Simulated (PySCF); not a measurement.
**How methods differ on the interval between two levels of Xe⁺**

Xe⁺ [Kr] 4d10 5s2 5p5 [2P3/2, M_J = 3/2] → Xe⁺ [Kr] 4d10 5s1 5p5 5d1 [4F9/2, M_J = 9/2], as a difference of total energies. Computed with PySCF 2.14 in x2c-TZVPall-2c with one added diffuse shell each of s, p, d, f type (9s10p6d3f, 90 functions), with the two-component X2C-1e Hamiltonian. Correlated levels: [Ar] 3d10 frozen; the 6 highest virtual spinors dropped. "Screened" scales the spin-orbit matrix elements by Boettger's factors to mimic the two-electron term; Breit and QED terms are absent.

```
                    method  interval between two levels (cm⁻¹)
           GHF (spin-free)                              205950
          GMP2 (spin-free)                              200850
 GHF (screened spin-orbit)                              206020
GMP2 (screened spin-orbit)                              200980
```

The labels give the starting determinants; with spin-orbit coupling the two ends relaxed to ⟨J²⟩ = 3.76, ⟨L²⟩ = 2.04, ⟨S²⟩ = 0.78 and ⟨J²⟩ = 24.77, ⟨L²⟩ = 12.04, ⟨S²⟩ = 3.79.

The promoted electron is Rydberg-like, and one or two diffuse shells describe it only roughly, which tends to raise the upper state.
